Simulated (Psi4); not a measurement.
CH₃NO, triplet, at a GFN2-xTB geometry (a higher spin typed on purpose: for a closed-shell molecule this is an excited state); MP2/6-31G* (Psi4 1.11).

Input for Psi4:
```
memory 2 GB

molecule {
0 3
  N    -1.13722207    0.20028280   -0.10649538
  C     0.26362244    0.31632769    0.20402162
  O     1.11258508   -0.61146689   -0.09803474
  H    -1.48720697   -0.66705586    0.29036450
  H    -1.66033283    0.98487706    0.26520907
  H     0.62567895    1.27396809   -0.24995774
}

set basis 6-31g*
set reference uhf
set freeze_core true
set mp2_type conv
set scf_type pk
set puream true
set d_convergence 1e-8

energy('mp2')
print_variables()
```

What the program printed (banner, timings and long lists left out):

```
   => Loading Basis Set <=

    Name: 6-31G*
    Role: ORBITAL
    Keyword: BASIS

         ---------------------------------------------------------
                                   SCF
               by Justin Turney, Rob Parrish, Andy Simmonett
                          and Daniel G. A. Smith
                              UHF Reference
         ---------------------------------------------------------

  ==> Geometry <==

    Molecular point group: c1
    Full point group: C1

    Geometry (in Angstrom), charge = 0, multiplicity = 3:

       Center              X                  Y                   Z               Mass
    ------------   -----------------  -----------------  -----------------  -----------------
         N           -1.192595066288     0.235279628742    -0.099764073762    14.003074004430
         C            0.208249443712     0.351324518742     0.210752926238    12.000000000000
         O            1.057212083712    -0.576470061258    -0.091303433762    15.994914619570
         H           -1.542579966288    -0.632059031258     0.297095806238     1.007825032230
         H           -1.715705826288     1.019873888742     0.271940376238     1.007825032230
         H            0.570305953712     1.308964918742    -0.243226433762     1.007825032230

  Running in c1 symmetry.

  Rotational constants: A =      2.28036  B =      0.34237  C =      0.30684 [cm^-1]
  Rotational constants: A =  68363.42984  B =  10264.03531  C =   9198.77650 [MHz]
  Nuclear repulsion =   68.348072309012977

  Charge       = 0
  Multiplicity = 3
  Electrons    = 24
  Nalpha       = 13
  Nbeta        = 11

  ==> Algorithm <==

  SCF Algorithm Type is PK.
  DIIS enabled.
  MOM disabled.
  Fractional occupation disabled.
  Guess Type is SAD.
  Energy threshold   = 1.00e-08
  Density threshold  = 1.00e-08
  Integral threshold = 1.00e-12

  ==> Primary Basis <==

  Basis Set: 6-31G*
    Blend: 6-31G*
    Number of shells: 24
    Number of basis functions: 48
    Number of Cartesian functions: 51
    Spherical Harmonics?: true
    Max angular momentum: 2

  ==> Integral Setup <==

  Using in-core PK algorithm.
   Calculation information:
      Number of atoms:                   6
      Number of AO shells:              24
      Number of primitives:             57
      Number of atomic orbitals:        51
      Number of basis functions:        48

      Integral cutoff                 1.00e-12
      Number of threads:                 1

  Performing in-core PK
  Using 1384152 doubles for integral storage.
  We computed 44714 shell quartets total.
  Whereas there are 45150 unique shell quartets.

  ==> DiskJK: Disk-Based J/K Matrices <==

    J tasked:                  Yes
    K tasked:                  Yes
    wK tasked:                  No
    Schwarz Cutoff:          1E-12

  Minimum eigenvalue in the overlap matrix is 9.2778253228E-03.
  Reciprocal condition number of the overlap matrix is 2.1446802211E-03.
    Using symmetric orthogonalization.

  ==> Pre-Iterations <==

  SCF Guess: Superposition of Atomic Densities via on-the-fly atomic UHF (no occupation information).

   -------------------------
    Irrep   Nso     Nmo
   -------------------------
     A         48      48
   -------------------------
    Total      48      48
   -------------------------

  ==> Iterations <==

                        Total Energy        Delta E     RMS |[F,P]|

   @UHF iter SAD:  -167.92809829759040   -1.67928e+02   0.00000e+00
   @UHF iter   1:  -168.66895634122037   -7.40858e-01   8.25518e-03 DIIS/ADIIS
   @UHF iter   2:  -168.76417459003130   -9.52182e-02   5.18607e-03 DIIS/ADIIS
   @UHF iter   3:  -168.79535532764316   -3.11807e-02   1.61834e-03 DIIS/ADIIS
   @UHF iter   4:  -168.80753540060456   -1.21801e-02   7.94833e-04 DIIS/ADIIS
   @UHF iter   5:  -168.81081072342693   -3.27532e-03   3.82071e-04 DIIS/ADIIS
   @UHF iter   6:  -168.81145624068336   -6.45517e-04   1.98098e-04 DIIS/ADIIS
[...]
  @UHF Final Energy:  -168.81177124370299
    Total Energy =                       -168.8117712437029923
  DIE_IF_NOT_CONVERGED          => (empty)
[...]
  ORTH_TYPE                     => (empty)
  OS_SCALE                      => (empty)
  PARENT_SYMMETRY               => (empty)
  PCG_BETA_TYPE                 => (empty)
  PCG_CONVERGENCE               => (empty)
  PCG_MAXITER                   => (empty)
  PCM                           => (empty)
  PE                            => (empty)
  PRINT                         => (empty)
  PRINT_NOONS                   => (empty)
  PROPERTIES                    => (empty)
  PROPERTIES_ORIGIN             => (empty)
  PUREAM                        => TRUE            !
  QC_MODULE                     => (empty)
  RAS1                          => (empty)
  RAS2                          => (empty)
  RAS3                          => (empty)
  RAS4                          => (empty)
  RELATIVISTIC                  => (empty)
  RELAXED                       => (empty)
  REMP_A                        => (empty)
  RESTRICTED_DOCC               => (empty)
  RESTRICTED_UOCC               => (empty)
  RMS_MOGRAD_CONVERGENCE        => (empty)
  R_CONVERGENCE                 => (empty)
  SCF_TYPE                      => PK              !
  SCREENING                     => (empty)
  SCS_TYPE                      => (empty)
  SOCC                          => (empty)
  SOS_TYPE                      => (empty)
  SPIN_SCALE_TYPE               => NONE            !
  SS_SCALE                      => (empty)
  SYMMETRIZE                    => (empty)
  TPDM_ABCD_TYPE                => (empty)
  WFN                           => (empty)
  WFN_TYPE                      => OMP2            !
  WRITER_FILE_LABEL             => (empty)
  ZORA_BASIS_TOLERANCE          => (empty)
  ZORA_NR_DEBUG                 => (empty)
  ZORA_PRUNING_SCHEME           => (empty)
  ZORA_RADIAL_POINTS            => (empty)
  ZORA_SPHERICAL_POINTS         => (empty)

 ==============================================================================
 ==============================================================================
 ==============================================================================

                             MP2
                    Program Written by Ugur Bozkaya,
              Additional Contributions by J. P. Misiewicz

 ==============================================================================
 ==============================================================================
 ==============================================================================

	MO spaces per irreps...

	IRREP   FC   AOCC  BOCC  AVIR    BVIR  FV
	==========================================
	   A     3    10     8    35     37     0
	==========================================

	Computing MP2 energy using SCF MOs (Canonical MP2)...
	==============================================================================
	Nuclear Repulsion Energy (a.u.)    :    68.34807230901298
	SCF Energy (a.u.)                  :  -168.81177124370299
	REF Energy (a.u.)                  :  -168.81177124370299
	Alpha-Alpha Contribution (a.u.)    :    -0.05892433362551
	Alpha-Beta Contribution (a.u.)     :    -0.29814495206892
	Beta-Beta Contribution (a.u.)      :    -0.04500439846859
	Scaled_SS Correlation Energy (a.u.):    -0.03464291069803
	Scaled_OS Correlation Energy (a.u.):    -0.35777394248270
	SCS-MP2 Total Energy (a.u.)        :  -169.20418809688374
	SOS-MP2 Total Energy (a.u.)        :  -169.19935968139259
	SCSN-MP2 Total Energy (a.u.)       :  -168.99468581218861
	SCS-MP2-VDW Total Energy (a.u.)    :  -169.24536114839825
	SOS-PI-MP2 Total Energy (a.u.)     :  -169.22917417659949
	MP2 Correlation Energy (a.u.)      :    -0.40207368416302
	MP2 Total Energy (a.u.)            :  -169.21384492786601
	==============================================================================

  Variable Map:
  ----------------------------------------------------------------------------
[...]
  Array Variable Map:
  ----------------------------------------------------------------------------
[...]
[...]
```
